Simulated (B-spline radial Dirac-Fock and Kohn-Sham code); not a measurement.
**Kohn-Sham estimates against Dirac-Fock for the levels of Gd³⁺**

System: gadolinium as Gd³⁺, [Xe] 4f7.

The density-functional columns are spherical, spin-unpolarised Dirac-Kohn-Sham results without Breit or QED terms: −ε is minus the orbital energy of the initial state and ΔSCF the difference of two total energies. The reference in the last column comes from Dirac-Fock energy differences between relaxed states, corrected for Breit and QED terms. All numbers are from a radial atomic solver, in eV; a selection of levels is shown. The Kohn-Sham columns are given as differences from the reference. For the 1s level of heavy atoms much of the gap between ΔSCF and the reference is the Breit and QED part, -215.7 eV here; for other levels the error of the functional can be larger.

```
     level  LDA −ε − DF  LDA ΔSCF − DF  PBE −ε − DF  PBE ΔSCF − DF  Dirac-Fock
    K (1s)       -255.0         +203.2       -207.9         +251.8     50275.5
   L1 (2s)       -142.8          -59.2       -136.4          -53.1      8420.3
L2 (2p1/2)       -104.7           +1.3       -101.9           +3.9      7969.7
L3 (2p3/2)       -111.9          -16.7       -110.0          -14.9      7282.0
   M1 (3s)        -71.1          -45.4        -69.3          -43.7      1925.2
M2 (3p1/2)        -56.2          -29.0        -55.5          -28.3      1730.9
M3 (3p3/2)        -55.3          -29.8        -54.8          -29.4      1587.5
M4 (3d3/2)        -35.1           -5.2        -35.3           -5.4      1256.2
M5 (3d5/2)        -35.8           -6.5        -36.0           -6.8      1225.8
   N1 (4s)        -34.3          -22.2        -33.5          -21.4       427.4
N2 (4p1/2)        -27.2          -15.2        -26.9          -14.9       350.4
N3 (4p3/2)        -27.4          -15.7        -26.9          -15.2       318.7
N4 (4d3/2)        -14.7           -3.4        -14.7           -3.4       190.7
N5 (4d5/2)        -14.8           -3.6        -14.8           -3.6       185.0
 N6,7 (4f)         -5.7           +4.1         -6.0           +3.7       39.68
   O1 (5s)         -9.6           -2.0         -9.9           -2.3       84.44
O2 (5p1/2)         -5.2           +1.9         -5.5           +1.6       60.44
O3 (5p3/2)         -5.2           +1.6         -5.4           +1.4       55.87
```

Values without a named source are computed, but for edge energies of neutral atoms, which are taken from tables.
